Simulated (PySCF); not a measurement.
hydrogen bromide (BrH), SMILES Br.

Coordinates come from a PBE-D3(BJ)/def2-TZVPD optimisation.

Level of theory: PySCF with TDDFT-CAM-B3LYP/def2-TZVPD.

Vertical excitations; the highest root listed may be one member of a degenerate set. Isolated molecule, no solvent. State labels are in the subgroup C2v.

```csv
state,symmetry,energy (eV),λ (nm),f,main pairs
S1,B1,6.52,190,0.014,HOMO−1→LUMO (degenerate set)
S2,B2,6.52,190,0.014,HOMO→LUMO (degenerate set)
S3,B2,8.67,143,0.140,HOMO→LUMO+4 (degenerate set)
S4,B1,8.67,143,0.140,HOMO−1→LUMO+4 (degenerate set)
S5,B2,8.80,141,0.022,HOMO→LUMO+1 (degenerate set)
S6,B1,8.80,141,0.022,HOMO−1→LUMO+1 (degenerate set)
S7,A2,8.99,138,0.000,"HOMO→LUMO+2, HOMO−1→LUMO+3 (degenerate set)"
S8,A1,8.99,138,0.000,"HOMO−1→LUMO+2, HOMO→LUMO+3 (degenerate set)"
S9,A2,9.03,137,0.000,"HOMO−1→LUMO+3 49 %, HOMO→LUMO+2 49 %"
S10,A1,9.29,133,0.003,"HOMO→LUMO+3 48 %, HOMO−1→LUMO+2 48 %"
T1,B2,5.94,209,0,HOMO→LUMO (degenerate set)
T2,B1,5.94,209,0,HOMO−1→LUMO (degenerate set)
T3,B2,8.28,150,0,HOMO→LUMO+4 (degenerate set)
T4,B1,8.28,150,0,HOMO−1→LUMO+4 (degenerate set)
```
Triplets are in the Tamm–Dancoff approximation, which puts them higher than full response would, so one can lie above its singlet here.
